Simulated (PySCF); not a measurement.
Species: CH9Ge2O2P.
SMILES with atom numbers: `[CH3:1][O:2][GeH2:3][O:4][GeH2:5][PH2:6]` (hydrogens: H7, H8, H9 on C1; H10, H11 on Ge3; H12, H13 on Ge5; H14, H15 on P6)

Structure used (PBE0-D3(BJ)/def2-SVP), in Å, numbered top down from 1:
```
atom  x, y, z in Å
C1    -2.0808    0.1853   -1.1306
O2    -1.2729    0.9180   -0.2497
Ge3   -0.7856    0.2381    1.3206
O4     0.3616   -1.0745    1.0141
Ge5    1.6715   -1.0584   -0.2018
P6     2.5117    1.1070   -0.3494
H7    -2.3922    0.8474   -1.9537
H8    -1.5468   -0.6766   -1.5720
H9    -2.9974   -0.2003   -0.6445
H10   -0.1091    1.4065    2.0452
H11   -1.9944   -0.3967    2.0259
H12    2.7545   -2.0138    0.3300
H13    1.0834   -1.5809   -1.5302
H14    3.3594    0.7697   -1.4511
H15    1.4343    1.5388   -1.1812
```

Method: core-valence-separated Tamm–Dancoff BHandHLYP/aug-pcX-1 (pcseg-1 on H, def2-SVPD on Ge, def2-SVPD on P) in PySCF, non-relativistic, gas phase, PBE0-D3(BJ)/def2-SVP geometry. No empirical shift is added; at this level the pattern usually sits a few eV under experiment.

Question: List the oxygen K-edge absorption lines.

Answer: 
| E (eV) | f | core hole on | main final orbital |
| --- | --- | --- | --- |
| 531.29 | 0.0146 | O4 | LUMO+1 (47 %) |
| 532.18 | 0.0177 | O2 | LUMO+5 (30 %) |
| 532.51 | 0.0377 | O4 | spread |
| 533.04 | 0.0130 | O4 | spread |
| 533.11 | 0.0093 | O2 | LUMO+1 (41 %) |
| 533.29 | 0.0081 | O4 | LUMO (61 %) |
| 533.64 | 0.0051 | O2 | LUMO (32 %) |
| 533.69 | 0.0063 | O4 | spread |
| 533.82 | 0.0238 | O2 | spread |
| 534.06 | 0.0007 | O4 | LUMO+4 (39 %) |
| 534.22 | 0.0071 | O4 | spread |

The first line with a tenth or more of the strongest one's intensity is at 531.29 eV (f = 0.015), with the hole on O4 (oxygen bonded to 2 Ge). The strongest listed is at 532.51 eV (f = 0.038; O4).

Question: Give energies, oscillator strengths and core holes at the C K edge.

Answer: 
| E (eV) | f | core hole on | main final orbital |
| --- | --- | --- | --- |
| 286.56 | 0.0292 | C1 | spread |
| 287.06 | 0.0029 | C1 | LUMO+2 (40 %) |
| 287.37 | 0.0264 | C1 | spread |
| 287.53 | 0.0347 | C1 | LUMO+7 (41 %) |
| 288.10 | 0.0069 | C1 | LUMO+1 (49 %) |
| 288.53 | 0.0028 | C1 | spread |
| 288.71 | 0.0025 | C1 | spread |

The first line with a tenth or more of the strongest one's intensity is at 286.56 eV (f = 0.029), with the hole on C1 (methoxy carbon). The strongest listed is at 287.53 eV (f = 0.035; C1).

Roots within 0.03 eV whose holes lie on the same, on equivalent or on shared atoms are summed into one line, and the highest roots are left out, as the search may have cut off their partners. Final orbitals are the ground state's empty Kohn–Sham orbitals.

Question: What is the summed oscillator strength of the listed O K lines, and their intensity-weighted mean energy?

Answer: Σf = 0.143 over 11 lines from 531.29 to 534.22 eV; the weighted mean is 532.88 eV. The strongest line holds 26 % of the sum.

The list ends where the root search ended, not at a threshold. Relativistic effects, spin–orbit coupling among them, are left out although an element past zinc is present.

Rough CPU time on one thread of a shared machine: about 80 s.

One conformer stands for the species.
